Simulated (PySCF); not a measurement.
A species of formula C4H10Ge has this rotational fingerprint, computed with PBE0-D3(BJ)/def2-SVP geometry optimisation, gas phase (PySCF):

| Quantity | Value |
| --- | --- |
| Rotational constants | A = 6191, B = 2231, C = 2065 MHz |
| Dipole components | \|μa\| = 0.40 D, \|μb\| = 0.00 D, \|μc\| = 0.24 D |
| Inertial defect | -63.40 u·Å² |
| κ | -0.92 |

Question: Which candidate fits, each taken in the one conformer that was computed?
A. `[CH3:1][CH2:2]/[CH:3]=[CH:4]\[GeH3:5]` with C1–C2–C3–C4 -123°
B. `[CH2:1]=[C:2]([CH3:3])[CH2:4][GeH3:5]` with C1–C2–C4–Ge5 99°
C. `[CH2:1]1[CH2:2][CH2:3][GeH2:4][CH2:5]1` with C5–C1–C2–C3 53°, C1–C2–C3–Ge4 -38°, C2–C3–Ge4–C5 13°, C3–Ge4–C5–C1 13°
D. `[CH3:1][GeH:2]1[CH2:3][CH2:4][CH2:5]1` with C1–Ge2–C3–C4 94°, Ge2–C3–C4–C5 22°, C3–C4–C5–Ge2 -22°, C1–Ge2–C5–C4 -93°
E. `[CH2:1]=[CH:2][CH2:3][CH2:4][GeH3:5]` with C1–C2–C3–C4 -115°, C2–C3–C4–Ge5 -62°
F. `[CH3:1][CH:2]1[CH2:3][GeH2:4][CH2:5]1` with C1–C2–C3–Ge4 99°, C2–C3–Ge4–C5 16°, C3–Ge4–C5–C2 -16°, C1–C2–C5–Ge4 -99°

Answer: F. It is CC1[CH2][GeH2][CH2]1, a near-prolate asymmetric top, point group Cs. The candidates at the same level (rigid rotor, commonest isotopes):

| SMILES | A (MHz) | B (MHz) | C (MHz) | μa (D) | μb (D) | μc (D) | Δ (u·Å²) | point group | rotor |
| --- | --- | --- | --- | --- | --- | --- | --- | --- | --- |
| CC1[CH2][GeH2][CH2]1 | 6191 | 2231 | 2065 | 0.40 | 0.00 | 0.24 | -63.40 | Cs | near-prolate asymmetric top |
| C=C(C)[CH2][GeH3] | 6239 | 1528 | 1389 | 0.19 | 0.34 | 0.49 | -47.78 | C1 | near-prolate asymmetric top |
| C1C[CH2][GeH2][CH2]1 | 5331 | 2828 | 2035 | 0.65 | 0.00 | 0.00 | -25.12 | C2 | asymmetric top |
| C=CC[CH2][GeH3] | 7923 | 1280 | 1177 | 0.35 | 0.62 | 0.12 | -29.07 | C1 | near-prolate asymmetric top |
| [CH3][GeH]1[CH2]C[CH2]1 | 5493 | 2566 | 2464 | 0.26 | 0.00 | 0.41 | -83.84 | Cs | near-prolate asymmetric top |
| CC/C=[CH]\[GeH3] | 7408 | 1298 | 1179 | 1.04 | 0.18 | 0.08 | -28.72 | C1 | near-prolate asymmetric top |

`C=C(C)[CH2][GeH3]` has C 33 % too low; `CC/C=[CH]\[GeH3]` has C 43 % too low; `C=CC[CH2][GeH3]` has C 43 % too low; `[CH3][GeH]1[CH2]C[CH2]1` has C 19 % too high; `C1C[CH2][GeH2][CH2]1` has B 27 % too high. In the right answer the mirror of this Cs structure is the ac plane, so μb vanishes by symmetry. No structure here is proved a minimum.
